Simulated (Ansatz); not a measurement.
Program: Ansatz. Geometries: PBE0-D4/def2-TZVP. ΔE: electronic, gas phase. CCSD(T)/CBS adds triple-zeta CCSD(T) − MP2 to the extrapolated MP2 energy (def2 sets, frozen cores). This one scheme is used for every species. Functionals use def2-TZVPP.

Consider the hydrogenolysis of a C–Si bond: `CC#CC[SiH3]` + H₂ → `CC#CC` + SiH₄.

Is it downhill or uphill in electronic energy at CCSD(T)/CBS, and by how much? (An estimate is asked.)

Ansatz gave: Downhill: ΔE = -5.9 kcal/mol.

What do these levels give: LDA (SPW92), r2SCAN0-D4, PBE0, LC-ωPBE, HF/CBS(def2), CCSD/CBS(def2)? (Best estimate.)

Computed: LDA (SPW92) -5.5, r2SCAN0-D4 -6.2, PBE0 -7.5, LC-ωPBE -7.6, HF/CBS(def2) -12.1, CCSD/CBS(def2) -7.0 kcal/mol.

Largest T1 diagnostic among the species: 0.011.

The D4 term adds +2.5 kcal/mol with B3LYP and +1.4 kcal/mol with PBE0; it sums over pairs of atoms, weighted by their polarisabilities, and B3LYP, whose exchange is more repulsive, gets the larger term. From BLYP to BHLYP (50 % exact exchange), in def2-TZVPP and without D4, ΔE moves by −0.8 kcal/mol. In def2-TZVPP, CCSD(T) changes the Hartree–Fock value by +5.6 kcal/mol (the triples alone add +1.1 kcal/mol) and MP2 by +7.4 kcal/mol.

B3LYP here is the variant with VWN-RPA as its local correlation; programs differ in this.
